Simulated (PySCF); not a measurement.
GaClBr2, SMILES [Br][Ga]([Br])[Cl]. Atoms are numbered in the order given.

```xyz
4

Ga     0.0000     0.0000     0.3546
Cl     0.0000     0.0000     2.4813
Br     0.0000     1.9669    -0.7596
Br     0.0000    -1.9669    -0.7596
```

Geometry optimised at PBE0-D3(BJ)/def2-SVP. The structure was generated by enumeration; whether it is a known compound was not checked.

All values below come from IEF-PCM-M06-2X/def2-SVP (PySCF).

The values are the electrostatic part of the solvation free energy, E(continuum) − E(gas) at the gas-phase geometry, in a cavity of scaled van der Waals radii (PySCF's table); cavitation and dispersion terms are not included. A continuum can't describe solvent molecules that bind to the metal. In vacuum the orbital gap is 8.90 eV. The dipole moment in vacuum is 0.30 D.

```tsv
solvent	ε	ΔG(elec) (kcal/mol)	dipole (D)	gap (eV)
water	78.36	-4.4	0.32	9.07
ethanol	24.85	-4.2	0.32	9.06
dichloromethane	8.93	-3.6	0.32	9.04
```
